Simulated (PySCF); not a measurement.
# How methods differ on the excitation energy of Al

Al [Ne] 3s2 3p1 (2P) → Al [Ne] 3s1 3p1 3d1 (high-spin determinant), as a difference of total energies. Calculation: PySCF 2.14, in aug-cc-pV(Q+d)Z with one added diffuse shell each of s, p, d, f, g type (8s7p6d4f3g, 114 functions); no relativity, point nucleus. Correlated levels: valence: [Ne] frozen. The calculations carry no spin-orbit coupling.

| method | excitation energy (cm⁻¹) |
| --- | --- |
| UHF | 59762 |
| LDA | 67370 |
| PBE | 66095 |
| PBE0 | 66477 |
| r2SCAN | 65236 |
| r2SCAN0 | 66161 |
| M06-2X | 70449 |
| SCS-MP2 (valence) | 68867 |

Problem. Estimate what M06 gives.

Solution. 67235 cm⁻¹, closest to LDA among the rows shown.

Problem. Estimate what MP2 (valence) gives.

Solution. 66814 cm⁻¹, closest to PBE0 among the rows shown.

The upper state lies above the first ionisation limit, but in LS coupling its spin forbids autoionisation to the ground ion.

The promoted electron is Rydberg-like, and one or two diffuse shells describe it only roughly, which tends to raise the upper state.

The determinant of the upper state mixes LS terms, which raises its energy above the lowest term, most at the Hartree-Fock and MP2 levels.
